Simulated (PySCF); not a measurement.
Gas-phase reaction: 2 SnH2 + HCl ⇌ SnHCl + SnH4, at 1400 K and a standard pressure of 1 bar. Level: PBE0/def2-SVP†.

Method: PySCF energies plus ideal-gas RRHO corrections (1 bar). † marks an energy on the PBE0/def2-TZVP geometry and frequencies. All species are closed-shell singlets. Sn: scalar-relativistic def2 core potential, no spin-orbit coupling. SnH2, SnHCl: computed as isolated molecules; such fragments, hydroxides, amides, oligomers or adducts are transient or little studied in the gas. The harmonic model lacks anharmonicity and excited electronic states, which grow with temperature; levels with a mode under 35 cm⁻¹ are left out.

```json
[
 {"species": "SnH2", "E (Ha)": "-215.44993", "H(1400 K) − E (kJ/mol)": "88.0", "S°(1400 K) (J/mol/K)": "299.3"},
 {"species": "HCl", "E (Ha)": "-460.50210", "H(1400 K) − E (kJ/mol)": "60.4", "S°(1400 K) (J/mol/K)": "233.4"},
 {"species": "SnHCl", "E (Ha)": "-674.83274", "H(1400 K) − E (kJ/mol)": "84.8", "S°(1400 K) (J/mol/K)": "352.5"},
 {"species": "SnH4", "E (Ha)": "-216.65381", "H(1400 K) − E (kJ/mol)": "168.7", "S°(1400 K) (J/mol/K)": "344.3"}
]
```
E: electronic energy; H − E holds the zero-point and thermal terms. 1 Ha = 2625.5 kJ/mol.

Task: Work out ΔH°, ΔS°, ΔG° and log10 K from these numbers.

Result: 1. ΔE = 1×(-674.83274) + 1×(-216.65381) − 2×(-215.44993) − 1×(-460.50210) = -0.08459 Ha = -222.1 kJ.
2. Δ(H − E) = 1×(84.8) + 1×(168.7) − 2×(88.0) − 1×(60.4) = 17.1 kJ, so ΔH° = -205.0 kJ.
3. ΔS° = 1×(352.5) + 1×(344.3) − 2×(299.3) − 1×(233.4) = -135.2 J/K; the number of gas molecules changes by -1.
4. ΔG° = ΔH° − TΔS° = -205.0 − 1400×(-135.2)/1000 = -15.7 kJ.
5. log10 K = −ΔG°/(RT ln 10) = 0.59, with RT ln 10 = 26.80 kJ/mol; at standard pressures the products are favoured.
6. A shift of 10 kJ in ΔE would move log10 K by 0.37 here.
7. With ΔH° and ΔS° held fixed, ΔG° changes sign near ΔH°/ΔS° = 1520 K.
8. Lowering the total pressure from 1 bar to 0.01 bar multiplies the mole-fraction quotient K_x = K (p/p°)^(−Δn) by 10^-2, which pushes the balance towards the reactants.
For scale, ΔH°(298 K) is -213 kJ at this level, -214 kJ at ωB97M-V/def2-TZVP†, and runs from -243 to -121 kJ over the 18 levels computed.
